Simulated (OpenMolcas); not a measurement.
**Computed transition rates of F2+**

```
Program             : OpenMolcas
Method              : SS-CASPT2, IPEA 0.25 Eh, imaginary shift 0.1 Eh (closed shells correlated: 1s)
Basis               : ANO-RCC-VTZP [4s3p2d1f]
Scalar Hamiltonian  : DKH2, point nucleus
Active space        : 5 electrons in 4 orbitals (2s 2p)
State averaging     : 2S+1 = 4 odd, 1 root; 2S+1 = 2 odd, 8 roots kept (CI in the orbitals of an earlier block); 2S+1 = 4 even, 3 roots; 2S+1 = 2 even, 9 roots kept (CI in the orbitals of an earlier block)
Spin-orbit coupling : state interaction with AMFI integrals over the reference wave functions, term energies averaged over their components
```

Rates come from the transition moments of the reference wave functions (E1 and E2 in the length form). At fixed line strength A goes as λ^-3 for E1 and M1 and as λ^-5 for E2, so a rate at the computed wavelength can be rescaled to the measured one. Measured vacuum wavelengths follow from level energies in Moore, Atomic Energy Levels, vol. I, NSRDS-NBS 35 (1971 reprint of NBS Circular 467, 1949). Branching counts decays inside the model space alone, at computed energies, and the table is only a selection of the E1 lines, drawn from those between levels with measured partners whose computed energy lies within a factor of 1.5 of the measured one.

```tsv
Upper	Lower	Type	λ computed (nm)	λ measured (nm)	A computed (s-1)	A rescaled (s-1)	Branching %
2s 2p⁴ ⁴P_5/2	2s² 2p³ ⁴S°_3/2	E1	65.45	65.83	1.93e+09	1.90e+09	100.0
2s 2p⁴ ⁴P_3/2	2s² 2p³ ⁴S°_3/2	E1	65.32	65.69	1.94e+09	1.91e+09	100.0
2s 2p⁴ ⁴P_1/2	2s² 2p³ ⁴S°_3/2	E1	65.24	65.61	1.95e+09	1.92e+09	100.0
```

The largest correction is for 2s 2p⁴ ⁴P_5/2 → 2s² 2p³ ⁴S°_3/2 (E1): 1.93e+09 × (65.45 / 65.83)^3 = 1.90e+09 s-1, a factor of 0.98.

The computed rate and branching of 2s 2p⁴ ⁴P_1/2 → 2s² 2p³ ⁴S°_3/2 give the upper level a radiative lifetime of 1.000 / 1.95e+09 s-1 = 5.13e-10 s, counting decays inside the model space alone. The rescaled rate gives about 5.2e-10 s.

No measured rate stands beside these. Rescaling mends the energy factor alone: line strengths can still be far off where a level mixes with configurations outside the active space, and weak or spin-changing lines hang on small mixing coefficients that depend on the term gaps too, so rescaling need not improve them.

Computed and measured levels are paired by configuration, term and J; levels that our copy of the source lacks, or whose pairing is in doubt (as where it misses far off the trend of its configuration), stay unpaired. Levels of configurations outside the active space are missing.

° marks odd parity.
